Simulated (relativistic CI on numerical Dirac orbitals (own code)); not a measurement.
**Level scheme of Ba IV**

Computed by Dirac-Coulomb-Breit CI, KLI orbitals optimised for each configuration, model QED, valence Slater integrals scaled by 0.85, P86 correlation estimate, and configurations built on the next ion tied to the tabulated ionisation energy (semi-empirical) (own radial code, finite nucleus).

Configurations in the expansion (outside the closed core [Kr] 4d10): 5s2.5p5, 5s2.5p4.5d, 5s2.5p4.6s, 5s2.5p4.6p, 5s2.5p4.6d, 5s2.5p4.7s, 5s2.5p4.5f, 5s2.5p4.6f, 5s.5p6, 5s2.5p3.5d2, 5s2.5p3.4f2, 5s2.5p4.4f, 5s.5p5.5d, 5s2.5p3.4f.5d, 5s.5p5.5f, 5s2.5p3.5f2, 5s2.5p4.7p, 5p5.5d2, 5p5.4f2, 5s2.5p4.5g, 5s2.5p4.7d, 5s.5p5.4f, 5s2.5p4.7f, 5s.5p5.6p. Levels of other configurations are missing.

The lowest level is 5s2.5p5 2P°_3/2, with 97 % of that term; Hund's rules for 5s2.5p5 give 2P° with J = 3/2, in agreement.

```
No.  Configuration  Term     J   E (eV)   %  Landé g      jj configuration (%)
  1        5s2.5p5   2P°   3/2   0.0000  97    1.334              5p3/2^3 (97)
  2        5s2.5p5   2P°   1/2   2.1465  97    0.665        5p1/2 5p3/2^4 (97)
  3        5s.5p6‡    2S   1/2  16.5034  55    2.017                   5s (55)
  4     5p4(3P).5d    4D   5/2  17.7184  77    1.338        5p3/2^2 5d3/2 (63)
  5     5p4(3P).5d    4D   7/2  17.7863  78    1.382        5p3/2^2 5d5/2 (68)
  6     5p4(3P).5d    4D   3/2  17.8121  68    1.197        5p3/2^2 5d3/2 (84)
  7     5p4(3P).5d    4D   1/2  18.0330  55    0.477        5p3/2^2 5d3/2 (49)
  8     5p4(3P).5d    4F   9/2  18.5146  83    1.298        5p3/2^2 5d5/2 (95)
  9     5p4(3P).5d    2F   7/2  18.9346  39    1.125        5p3/2^2 5d3/2 (77)
 10     5p4(1S).5d    2D   3/2  19.5390  43    1.151        5p3/2^2 5d3/2 (45)
 11     5p4(3P).5d    2P   1/2  19.6446  61    0.441  5p1/2 5p3/2^3 5d3/2 (74)
 12     5p4(3P).5d    4P   1/2  19.7566  84    2.382  5p1/2 5p3/2^3 5d3/2 (41)
 13     5p4(3P).4f   4F°   7/2  19.8754  79    1.219        5p3/2^2 4f5/2 (51)
 14     5p4(3P).4f   4F°   5/2  19.9223  72    1.031        5p3/2^2 4f5/2 (82)
 15     5p4(3P).5d    4F   5/2  19.9537  82    1.053  5p1/2 5p3/2^3 5d3/2 (52)
 16     5p4(3P).4f   4F°   9/2  19.9664  80    1.301        5p3/2^2 4f7/2 (71)
 17     5p4(3P).5d    4F   3/2  20.0682  71    0.669  5p1/2 5p3/2^3 5d3/2 (41)
 18     5p4(3P).4f   4F°   3/2  20.1293  65    0.576        5p3/2^2 4f5/2 (68)
 19     5p4(3P).5d    4P   5/2  20.2300  56    1.371        5p3/2^2 5d5/2 (67)
 20     5p4(1D).5d    2D   3/2  20.2727  36    1.128  5p1/2 5p3/2^3 5d3/2 (53)
 21     5p4(3P).5d    4F   7/2  20.4220  45    1.216  5p1/2 5p3/2^3 5d5/2 (85)
 22     5p4(3P).4f   4G°  11/2  20.7957  77    1.235        5p3/2^2 4f7/2 (95)
 23     5p4(1D).5d    2P   3/2  20.9250  54    1.338  5p1/2 5p3/2^3 5d5/2 (90)
 24     5p4(3P).4f   2G°   9/2  20.9657  45    1.077        5p3/2^2 4f5/2 (88)
 25     5p4(3P).4f   4D°   1/2  20.9863  72    0.165        5p3/2^2 4f5/2 (96)
 26     5p4(1D).5d    2D   5/2  21.0985  43    1.232  5p1/2 5p3/2^3 5d5/2 (77)
 27     5p4(3P).4f   4D°   3/2  21.2926  45    1.140        5p3/2^2 4f7/2 (79)
 28     5p4(1D).5d    2G   7/2  21.3564  66    0.977  5p1/2 5p3/2^3 5d3/2 (94)
 29     5p4(3P).4f   2F°   5/2  21.3817  57    1.047        5p3/2^2 4f7/2 (69)
 30     5p4(1D).5d    2G   9/2  21.4146  82    1.147  5p1/2 5p3/2^3 5d5/2 (94)
 31     5p4(3P).5d    2F   5/2  21.4342  68    0.982  5p1/2 5p3/2^3 5d3/2 (51)
 32     5p4(3P).4f   2F°   7/2  21.6683  36    1.072        5p3/2^2 4f7/2 (46)
 33     5p4(1D).4f   2D°   3/2  21.9909  47    0.739  5p1/2 5p3/2^3 4f5/2 (76)
 34     5p4(1D).5d    2F   5/2  22.1904  67    0.978  5p1/2 5p3/2^3 5d5/2 (51)
 35     5p4(3P).4f   4G°   7/2  22.1911  44    1.132        5p3/2^2 4f7/2 (58)
 36     5p4(3P).4f   4G°   5/2  22.1964  71    0.683        5p3/2^2 4f5/2 (53)
 37     5p4(3P).4f   4G°   9/2  22.4565  53    1.173  5p1/2 5p3/2^3 4f7/2 (85)
 38     5p4(3P).4f   4D°   5/2  22.5007  36    1.110  5p1/2 5p3/2^3 4f5/2 (47)
 39     5p4(1D).5d    2F   7/2  22.6641  91    1.142  5p1/2 5p3/2^3 5d5/2 (90)
 40     5p4(3P).6s    4P   5/2  22.7096  82    1.535           5p3/2^2 6s (86)
 41     5p4(3P).4f   4D°   7/2  23.0184  51    1.244  5p1/2 5p3/2^3 4f7/2 (74)
 42     5p4(3P).4f   2D°   5/2  23.0543  71    1.190  5p1/2 5p3/2^3 4f7/2 (84)
 43     5p4(3P).6s    2P   3/2  23.1119  58    1.342           5p3/2^2 6s (91)
 44     5p4(3P).4f   2G°   7/2  23.2199  61    0.979  5p1/2 5p3/2^3 4f5/2 (55)
 45     5p4(1D).4f   2H°   9/2  23.2396  69    0.970  5p1/2 5p3/2^3 4f5/2 (95)
```

Energies count from the lowest computed level; ° marks odd parity. Percentages are summed over parent terms; the parents shown are those of the largest component, closed shells are left out there. Filled j subshells are mostly left out of the jj labels. ‡ marks configurations that were not tied to measured data.

The mean weight of the leading LS term, summed over parents, in these 45 levels is 64 %, and that of the leading jj configuration (from the same eigenvectors) 72 %.

Configurations that consist of the next ion and one excited electron were tied to the tabulated ionisation energy; Rydberg ones are usually within 1,000 to 3,000 cm⁻¹ and the lowest ones within about 6,000 (9,000 in d shells), while levels on excited terms of the next ion carry the error of that term, and the other configurations can be misplaced by 10,000 cm⁻¹ or more. Rates follow the energies as ν³ (E1, M1) or ν⁵ (E2), so rates, branching and lifetimes can be off by large factors. The fine structure of a lone outer electron comes out too small, for d and f at times inverted, and misplaced configurations move strength between like terms. 11 of the 25 excited levels that our extract of the measured tables holds in this range could be paired (the sources list more); they are missed by 865 cm⁻¹ on average and 4311 at most, and levels without a partner can miss by more.

LS names give the leading component of a level, which can be under half, so a name can repeat, a term be missing and a line seem to break the LS rules.
